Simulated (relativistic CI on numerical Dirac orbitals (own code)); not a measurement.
## Ti3+ in a cubic cluster: 2p photoemission with charge transfer

Computed with a charge-transfer multiplet model of a cubic metal-ligand cluster with up to 2 ligand holes, Slater and spin-orbit integrals from Dirac-Coulomb-Breit ions, Slater integrals scaled by 0.9. The ground state mixes d1 with configurations of k ligand holes L, whose averages lie at kΔ + k(k − 1)U_dd/2; a core hole lowers each added d electron by U_cd. 300 K, Lorentzian 0.6 eV and Gaussian 0.8 eV FWHM.

Atomic integrals in eV (Slater integrals scaled, ζ unscaled), ground: F2dd 7.400, F4dd 4.602, zeta_d 0.017; with the core hole: F2dd 7.400, F4dd 4.602, zeta_d 0.032, zeta_core 3.741, F2cd 5.699, G1cd 4.259, G3cd 2.418. Where a configuration has fewer than two d electrons, the dd integrals are those of d2.

Cluster parameters (eV): Δ = 4.8, U_dd = 4.2, U_cd = 5, 10Dq(ligand) = 0.4, V(eg) = 1.25, V(t2g) = -0.58, final-state hopping factor = 0.8.

```tsv
Case	n_d	d1	d2L	d3L2	S
10Dq = 0.6 eV	1.25	0.77	0.22	0.01	0.50
10Dq = 0.9 eV	1.24	0.77	0.21	0.01	0.50
10Dq = 1.5 eV	1.23	0.78	0.21	0.01	0.50
```

Weights, n_d and S are thermal averages at 300 K. Binding energies count from the first peak over 30 % of the highest in each spectrum, which can be another peak from case to case. The parameters are a model scan and need not match a compound or its usual spin state. Peaks in eV (height, largest 100):
- 10Dq = 0.6 eV: 0.0 (100), 4.0 (45), 6.3 (62), 9.4 (21)
- 10Dq = 0.9 eV: 0.0 (100), 4.0 (44), 6.3 (61), 9.4 (21)
- 10Dq = 1.5 eV: 0.0 (100), 4.0 (44), 6.1 (61), 9.5 (21)

For the case 10Dq = 1.5 eV, Δ = 4.8 eV is larger than U_dd = 4.2 eV, the Mott-Hubbard side of the Zaanen-Sawatzky-Allen scheme. With the core hole the average of the configuration with one ligand hole lies at Δ − U_cd = -0.2 eV before mixing: the effective hopping of about 2.2 eV (from the holes of the mixed ground state) is comparable with this gap or larger, so the configurations mix strongly.
